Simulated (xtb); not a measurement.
hydrogen sulfate (HO₄S), SMILES O=S(=O)([O-])O, charge -1. All values are semi-empirical tight-binding results from xtb (GFN2-xTB unless named), good for trends rather than for accurate numbers. Coordinates come from a GFN2-xTB optimisation. Other conformers were not sampled.

Optimised geometry:

Bonds (Å): O1–S2 1.667, O1–H6 0.951, S2–O3 1.461, S2–O4 1.449, S2–O5 1.450. Angles (°): S2–O1–H6 92.3, O1–S2–O3 101.0, O1–S2–O4 105.6, O1–S2–O5 105.5, O3–S2–O4 114.5, O3–S2–O5 114.1, O4–S2–O5 114.3.
Charge -1, spin multiplicity 1.

A frequency run showed that this geometry is not a minimum.

Computed properties:
- orbital gap = 8.57 eV
- static polarisability (D4 model) = 46.2 bohr³
- solvation energy, GFN2-xTB/ALPB(water) = -73.5 kcal/mol
- solvation energy, GFN2-xTB/ALPB(ether) = -50.1 kcal/mol

**Question.** Give the atomic charges and the Wiberg bond orders between heavy atoms. (Estimate from the structure and the level; the computed values follow.)

**Answer.** charges (e) O1 -0.62, S2 1.42, O3 -0.73, O4 -0.69, O5 -0.69, H6 0.31. Bond orders O1–S2 0.81, S2–O3 1.38, S2–O4 1.43, S2–O5 1.43.
